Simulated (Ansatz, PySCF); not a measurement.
Si(H)(F)(Br)(vinyl) (C2H4BrFSi), SMILES Br[SiH](C=C)F. Atoms are numbered in the order given.

```xyz
9

Si    -0.3618     0.2755     0.7441
F      0.8334     1.2179     1.3506
Br     0.5520    -1.3160    -0.5294
C     -1.4603     1.3584    -0.2902
C     -1.2312     2.6821    -0.4088
H     -1.0350    -0.4039     1.8936
H     -2.3130     0.9013    -0.8249
H     -0.3846     3.1669     0.1063
H     -1.8734     3.3338    -1.0259
```
Charge 0, spin multiplicity 1.

Coordinates come from a PBE-D3(BJ)/def2-SVP optimisation. The structure was generated by enumeration, and PubChem lists no compound with its InChIKey, so it may never have been made. One conformer was computed; it need not be the lowest.

Vertical ionisation energy (IE) and electron affinity (EA) in eV. Rows of orbital energies are one-electron estimates. Where ΔSCF, EOM or ADC give a negative EA the extra electron is unbound and the value depends on the basis.

| level | IE | EA |
|---|---|---|
| −ε(HOMO), −ε(LUMO), M06-2X/def2-TZVP (PySCF) | 9.57 | 0.29 |
| −ε(HOMO), −ε(LUMO), PBE/def2-TZVP (PySCF) | 7.16 | 2.17 |
| ΔSCF, PBE0/def2-SVPD (Ansatz), final states of multiplicity 2 and 2 | 10.38 | -0.48 |
| ΔSCF, PBE/def2-SVPD (Ansatz), final states of multiplicity 2 and 2 | 10.07 | -0.33 |

Problem. What vertical singlet–triplet gap does ΔSCF give with PBE0/def2-SVPD (Ansatz, a first-principles code) and with PBE/def2-SVPD (Ansatz)? (An estimate is asked for; the answer gives what the named calculation found.)

Solution. 3.98 and 4.15 eV (triplet above singlet where positive).
